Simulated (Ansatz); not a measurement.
HFGe, SMILES `[F][GeH]` (excited triplet) (charge 0, multiplicity 3). This triplet is an excited state, 1.90 eV above the relaxed singlet at the level composite: frozen-core CCSD(T) with HF/cc-pVQZ and the correlation energy extrapolated as X^-3 from cc-pVTZ and cc-pVQZ, plus CCSDT(Q) minus CCSD(T) in cc-pVDZ // B3LYP-D3(BJ)/def2-TZVP (Ansatz, an electronic-structure program).

Cartesian coordinates (Å):
```xyz
3

F      1.4310    -0.2679     0.0000
Ge    -0.0920     0.6147     0.0000
H     -1.3390    -0.3468     0.0000
```
Charge 0, spin multiplicity 3.

Frozen-core energies in cc-pVDZ from Ansatz at a geometry from B3LYP-D3(BJ)/def2-TZVP; the HF reference has <S^2> = 2.01 and the T1 diagnostic is 0.015.

```
level     energy (Ha)  difference from CCSDT(Q) (mHa)
--------  -----------  ------------------------------
HF        -2175.31223                          289.10
MP2       -2175.57939                           21.93
CCSD      -2175.59401                            7.31
CCSD(T)   -2175.60007                            1.25
CCSDT     -2175.60068                            0.64
CCSDT(Q)  -2175.60132                            0.00
```
